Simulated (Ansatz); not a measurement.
Consider the formal hydrolysis of a Ge–C bond: `N[CH2][GeH2][OH]` + H₂O → `[OH][GeH2][OH]` + CH₃NH₂.

Computed with Ansatz on PBE0-D4/def2-TZVP structures; ΔE is electronic, products minus reactants. CCSD(T)/CBS is the MP2 limit (def2-TZVPP, def2-QZVPP) plus CCSD(T) − MP2 in def2-TZVPP, frozen cores. This one scheme is used for every species. Functionals use def2-TZVPP. HSE06 is defined as in plane-wave codes. For Ge outer-core shells are correlated without core-valence functions, which leaves a few kJ/mol of doubt a bond. Scalar relativity is left out up to krypton. One conformer a species, not always the lowest.

```csv
level,ΔE (kcal/mol)
r2SCAN-D4,-14.2
B2PLYP,-15.1
HSE06,-13.2
LC-ωPBE,-13.8
HF/def2-SVP,-17.0
CCSD(T)/def2-SVP,-15.4
HF/def2-QZVPP,-18.1
CCSD/CBS(def2),-12.4
```

(1) What does CCSD(T)/CBS give? (An estimate is asked.)

Largest T1 diagnostic among the species: 0.012.

Answers

(1) Ansatz gave: -12.2 kcal/mol. The listed levels differ from it by -2.0, -2.9, -1.0, -1.6, -4.8, -3.2, -5.9, -0.2 kcal/mol.

The D4 term adds +1.5 kcal/mol with B3LYP and +0.8 kcal/mol with PBE0; it sums over pairs of atoms, weighted by their polarisabilities, and B3LYP, whose exchange is more repulsive, gets the larger term. At CCSD(T), def2-SVP lies −3.2 kcal/mol from the extrapolated value and def2-TZVPP −1.2 kcal/mol.

B3LYP here is the variant with VWN-RPA as its local correlation; programs differ in this.
